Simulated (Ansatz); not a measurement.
Coupled-cluster diagnostics for Zn₂O₂, Ansatz.

Geometry of the singlet (PBE0-D4/def2-SVP):

```xyz
4

Zn    1.2673   -0.7324    1.0409
Zn   -1.2672    0.7325   -1.0411
O    -0.5623   -0.2081    0.5381
O     0.5622    0.2080   -0.5380
```

Correlated methods freeze 20 core orbitals. Another isomer (triplet) lies 0.76 eV lower at PBE0-D4/def2-TZVP; other spin states weren't run for this one.

(1) Estimate the CCSD(T) correlation energy, the shares of MP2 and (T), T1 and the reference's ⟨S²⟩ for: charge 0, singlet, own geometry in def2-TZVPP; and the rough time on 2 threads of Arm Neoverse V1 on a shared host.

Results:

(1) 
```
                          state       basis  correlation (eV)  MP2 share (%)  (T) share (%)     T1  ⟨S²⟩ (pure)  wall time                                                    remarks
charge 0, singlet, own geometry  def2-TZVPP           -40.504          102.2            4.6  0.023  0.00 (0.00)    5.3 min  flagged by the program, large T1, restricted SCF unstable
```
Customary marks for T1 are 0.02 (closed shells), 0.045 (open shells) and about 0.05 (3d metals). T1 exceeds 0.02 in 1 of 1 rows and 0.045 in 0; the higher it lies, the less the single-reference result can be trusted.
